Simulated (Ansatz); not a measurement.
C$_{2}$H$_{7}$NOSn (`N=C(O)[CH2][SnH3]`). Charge 0, multiplicity 1. Sn takes the def2 core potential.

```xyz
12

N     1.2012   -0.3356   -1.8743
C     0.8671   -0.5222   -0.6680
O     1.8251   -0.5137    0.2834
C    -0.4788   -0.7231   -0.0826
Sn   -1.0686    0.9969    1.0990
H     0.3972   -0.3686   -2.4916
H     2.6594   -0.3634   -0.1816
H    -0.4739   -1.5731    0.6022
H    -1.2230   -0.8892   -0.8593
H    -0.3482    0.9181    2.6397
H    -2.7698    0.9631    1.2554
H    -0.5875    2.4108    0.2777
```

Problem. List the harmonic frequencies (cm⁻¹, unscaled) at PBE0-D4/def2-TZVP in Ansatz. (An estimate is asked.)

Solution. The calculation gave: 43, 74, 115, 395, 419, 424, 484, 575, 598, 685, 719, 723, 738, 787, 839, 918, 1093, 1119, 1127, 1261, 1424, 1454, 1747, 1941, 1957, 1965, 3095, 3166, 3556, 3790.

Problem. Is this a minimum?

Solution. Yes, all 30 modes are real.

Problem. Give the ideal-gas thermochemistry at 298.15 K and 1 bar (rigid rotor, harmonic oscillator; point group C1, symmetry number 1).

Solution. Zero-point energy 222.7 kJ/mol; H(298) − E = 244.5 kJ/mol; entropy 368.4 J/(mol·K), of which translation 173.6, rotation 116.6, vibration 78.2; G(298) − E = 134.7 kJ/mol. Modes under 100 cm⁻¹ are hindered rotations or soft bends, so the harmonic entropy is rough.

Problem. And at 400, 500, 600, 800 and 1000 K?

Solution. 
| T (K) | H − E (kJ/mol) | S (J/mol/K) | G − E (kJ/mol) |
| --- | --- | --- | --- |
| 400 | 257.7 | 406.3 | 95.2 |
| 500 | 273.0 | 440.4 | 52.8 |
| 600 | 290.2 | 471.7 | 7.2 |
| 800 | 328.8 | 527.1 | -92.8 |
| 1000 | 371.5 | 574.6 | -203.1 |
